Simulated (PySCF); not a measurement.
Molecule: SMILES [SiH]1[SiH2][SiH2][SiH2][SiH2][SiH2]1 (H11Si6), doublet. Atoms near the plane z = 0.0 Å, at the GFN2-xTB optimised geometry (x, y, z in Å): Si1 (1.1, -0.7, 0.0), Si2 (2.1, 1.4, 0.0), Si5 (-2.1, 1.4, 0.0), Si6 (-1.2, -0.7, 0.0), H8 (3.5, 1.3, 0.0), H14 (-3.5, 1.5, 0.0).

Calculation: unrestricted B3LYP/def2-SVP in PySCF 2.14.0. Cells within 0.4 Å of a nucleus heavier than hydrogen are left out (blank, or x). The values are rescaled to run from 0 to 1.

```
|333333333333333333333333333|
|333333333333333333333333333|
|333333333333333333333333333|
|333333333333333333333333333|
|333333333333333333333333333|
|333333333333333333333333333|
|333333333333333333333333333|
|333333333333333333333333333|
|333333334333333333333333333|
|333333339943333349933433333|
|33334005xx7333337xx50043333|
|333334339933333349933333333|
|333333333333333333333333333|
|333333333344333433333333333|
|3333333336xx336xx4333333333|
|3333333338xx437xx4333333333|
|333333333375333753333333333|
|333333333333333333333333333|
|333333333333333333333333333|
|333333333333333333333333333|
|333333333333333333333333333|
|333333333333333333333333333|
|333333333333333333333333333|
|333333333333333333333333333|
|333333333333333333333333333|
|333333333333333333333333333|
|333333333333333333333333333|
```
Scale: ten equal steps from 0.000 (start of '0') to 1.00 (end of '9'), in the order '0123456789'; x runs from -6.00 to 6.00, y from -6.00 (bottom) to 6.00 (top).

Q: Which quantity is mapped?
A) log10 of the electron density
B) electrostatic potential
C) spin density
D) Laplacian of the electron density

A: D, Laplacian of the electron density. In full: Laplacian of the electron density (e/bohr⁵), clipped to [-1.50, 1.50].
